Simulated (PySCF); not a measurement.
**Titanium: a sound run and one with changed settings**

Sound run: Ti²⁺ [Ar] 3d2, Ti³⁺ [Ar] 3d1. All numbers are calculated (PySCF 2.14, the non-relativistic Hamiltonian (point nucleus), in pcseg-2). In the sound run the correlated levels freeze [Ar]. The sound run starts from symmetry-adapted Hartree-Fock orbitals and uses a fine grid where one is needed.

Changed run: basis STO-3G. This setting is unsound on purpose.

| species | method | sound run (hartree) | changed run (hartree) | converged |
| --- | --- | --- | --- | --- |
| Ti²⁺ | UHF | -847.72082 | -838.95528 | yes |
| Ti²⁺ | B3LYP | -848.62658 | -839.70875 | yes |
| Ti²⁺ | BP86 | -848.69802 | -839.77522 | yes |
| Ti²⁺ | MP2 | -847.72488 | -838.95528 | yes |
| Ti³⁺ | UHF | -846.74055 | -838.13872 | yes |
| Ti³⁺ | B3LYP | -847.59276 | -838.84383 | yes |
| Ti³⁺ | BP86 | -847.66450 | -838.90755 | yes |

Ionisation energy of Ti²⁺:

| method | sound run (eV) | changed run (eV) |
| --- | --- | --- |
| UHF | 26.674 | 22.220 |
| B3LYP | 28.132 | 23.536 |
| BP86 | 28.124 | 23.610 |
| MP2 | 26.785 | 22.220 |
| SCS-MP2 | 26.711 | 22.220 |

A minimal basis cannot let orbitals breathe on ionisation and holds almost no correlation.

For comparison, NIST gives 27.492 eV between the lowest levels.
